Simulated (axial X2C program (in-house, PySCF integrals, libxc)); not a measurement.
# Which molecule gave these maps?

PBE0 fields computed with an in-house relativistic program for diatomic molecules, without spin–orbit coupling, near the equilibrium distance, one atom at z = 0.

The maps cover the half plane through the axis: z from -2.4 to 3.9 Å along the bond, ρ from 0.15 to 2.25 Å away from it (steps of 0.3 Å, the bottom row nearest the axis).

log10 of the density in e/bohr³:

digits 0 to 9 span -4.98 to 1.63 evenly
```
1222233333322222111000
2223333333333332221100
2233334444444333322110
2333444444444444332211
2334445555555554443221
2334456666656665543321
3334556777666666544322
3344567898767776654322
```

Electron localisation function (collinear form, no current term, damped to 0 at low density):

digits 0 to 9 span 0.00 to 1.00 evenly
```
0124555443210000000000
1345555433211110000000
2455544332222322110000
4554322221124554321000
5553212342136776643100
5542124676347888764200
5532247525547778886310
6532378343657118986410
```

Axial spin density in 10⁻³ e/bohr³:

digits 0 to 9 span -8.84 to 8.84 evenly, values beyond are clipped
```
5555555555555555555555
5555566666655554444455
5555677887665544444455
5556789999865544444445
5566799999975444444445
5566789999973123444445
5566779999960002444445
5566679996950001444445
```

Question: Which molecule is it?
A. NbN
B. SgH⁺
C. NbTe⁺
D. NaP

Answer: A. NbN, with Nb at z = 0 and N at z = 1.637 Å, state M_S = 1, Λ = 2 (beyond evenly filled blocks: σα, δ+α), basis Nb dyall-cv3z [11s12p9d5f3g], N dyall-av3z [7s7p3d2f] (cores contracted in-house). The state is one determinant whose occupation by symmetry is held fixed; it was picked as the lowest of a PBE0 search that is not exhaustive. Other states lie close and PBE0, whose exact exchange favours high spin, may order them wrongly; the determinant shown need not be the ground state. The nearest other spin-free determinant of the search, M_S = 1, Λ = 0, lies 0.44 eV up at the distance of the search. Without a current term, density functionals place determinants with orbital angular momentum somewhat too high. The determinant is spin-polarised beyond a pure state at some levels (its spin-free form has ⟨S²⟩ too high), which makes Re and μ there less reliable.
